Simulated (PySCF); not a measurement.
# Electronic absorption of protonated 1-cyano-1,3-cyclopentadiene

Compound: protonated 1-cyano-1,3-cyclopentadiene, C6H6N (charge +1).
Geometry (PBE0-D3(BJ)/def2-SVP, Å), atoms numbered from 1 in this order:
```xyz
13
C6H6N angstrom
N      2.9929    0.4502    0.3804
C      1.8524    0.2703    0.2797
C      0.4972    0.0603    0.1461
C     -0.3575   -0.2600    1.1850
C     -1.6867   -0.4033    0.6721
C     -1.6636   -0.1759   -0.6709
C     -0.2890    0.1374   -1.1337
H      3.9870    0.6074    0.4743
H     -0.0671   -0.3842    2.2305
H     -2.5592   -0.6539    1.2750
H     -2.5225   -0.2118   -1.3439
H     -0.2362    1.1335   -1.6111
H      0.0585   -0.5870   -1.8938
```

Computed, not measured: TDDFT wB97X-D/def2-SVPD, vertical, gas phase, core orbitals frozen in the response in PySCF.

Problem. List the vertical singlet excitations with oscillator strengths and describe the spectrum.

Solution. 

| state | λ (nm) | E (eV) | f | \|μ\| (D) | symmetry | main configurations (H = HOMO, L = LUMO) |
| --- | --- | --- | --- | --- | --- | --- |
| S1 | 286.6 | 4.33 | 0.291 | 4.21 | A′ | H→L (96%) |
| S2 | 267.5 | 4.64 | 0.0000 | 0.03 | – | H→L+1 (93%) |
| S3 | 199.5 | 6.22 | 0.095 | 2.01 | A′ | H-1→L (91%) |
| S4 | 185.7 | 6.68 | 0.0001 | 0.05 | – | H-2→L (93%) |
| S5 | 175.3 | 7.07 | 0.0003 | 0.11 | – | H-3→L (84%), H-4→L (9%) |
| S6 | 173.2 | 7.16 | 0.140 | 2.27 | A′ | H→L+2 (84%) |
| S7 | 169.3 | 7.32 | 0.0021 | 0.28 | A″ | H-4→L (67%), H-1→L+1 (24%) |
| S8 | 168.7 | 7.35 | 0.0003 | 0.10 | – | H-1→L+1 (68%), H-4→L (20%) |
| S9 | 161.2 | 7.69 | 0.0002 | 0.08 | – | H→L+3 (87%) |
| S10 | 150.6 | 8.23 | 0.0005 | 0.13 | – | H-6→L (92%) |

Triplets (Tamm–Dancoff): T1 2.55 eV, H→L (96%); T2 4.43 eV, H-1→L (83%), H→L+2 (12%); T3 4.48 eV, H→L+1 (91%); T4 5.68 eV, H→L+2 (76%), H-1→L (12%).

The lowest singlet comes at 287 nm (417 kJ/mol) in the ultraviolet; it is strong; its leading configuration is HOMO→LUMO (96%). The lowest level is also the most intense of those listed (f = 0.291). Löwdin shares by element: HOMO carbon 66% or more, nitrogen 10% (atoms not listed hold the other 24%); LUMO carbon 59% or more, nitrogen 13% (atoms not listed hold the other 28%). Of the 10 states listed, 3 reach f = 0.01 and 5 stay under 0.0005. Weighted by f, the mean energy of these states is 5.43 eV. The oscillator strengths of these states sum to 0.529; summed over the whole spectrum of an exact calculation they would give the number of electrons, 48 (Thomas–Reiche–Kuhn). All these states lie below the vertical ionisation energy of 13.82 eV (ΔSCF). Symmetry labels in Cs follow from the direction of the transition dipole and are given only for states with f of 0.002 or more. Only the lowest 10 singlets were computed, as vertical energies without vibronic structure.

On one thread of an Arm Neoverse V1, shared host with 32 logical CPUs at a one-minute load of 19, this took 71 s of wall time and 1.1 GiB of memory at its peak.
